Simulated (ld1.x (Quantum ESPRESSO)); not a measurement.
# Configuration tests for Si (RRKJ)

Si, norm-conserving RRKJ (Kleinman–Bylander form), made with ld1.x (Quantum ESPRESSO) 7.5 (PBE, scalar-relativistic). Core [Ne], reference 3s2 3p1 (charge +1). Waves: 3p (bound): rc 1.55 bohr; 3s (bound): rc 1.75 bohr. Local part: the s channel. Core correction: a·sin(br)/r model core, default radius (core density twice the valence density). rho0 = 0.005.

Energies are relative to the spin-unpolarised reference configuration 3s2 3p1; without spin polarisation the order of configurations can differ from experiment. The frozen-core shift is the all-electron ΔE with the core orbitals held at their reference shape minus the fully relaxed ΔE.

```json
{"valence configuration": "3s2 3p2", "charge": "0", "ΔE all-electron (eV)": "-7.740", "error AE − PS (meV)": "+3.7", "frozen-core shift (meV)": "+0.6"}
{"valence configuration": "3s2 3p0", "charge": "+2", "ΔE all-electron (eV)": "15.993", "error AE − PS (meV)": "+6.4", "frozen-core shift (meV)": "+5.1"}
{"valence configuration": "3s1 3p0", "charge": "+3", "ΔE all-electron (eV)": "49.964", "error AE − PS (meV)": "+46", "frozen-core shift (meV)": "+46"}
{"valence configuration": "3s1 3p3", "charge": "0", "ΔE all-electron (eV)": "-0.926", "error AE − PS (meV)": "+1.1", "frozen-core shift (meV)": "+0.1"}
{"valence configuration": "3s2 3p1.5", "charge": "+0.5", "ΔE all-electron (eV)": "-4.819", "error AE − PS (meV)": "+1.3", "frozen-core shift (meV)": "+0.2"}
```

What are ΔE and the potential's error for 3s1 3p2?

ΔE = 7.431 eV all-electron; the error (AE − PS) is +0.9 meV.

What are ΔE and the potential's error for 3s0 3p4?

ΔE = 6.038 eV all-electron; the error (AE − PS) is +0.5 meV.
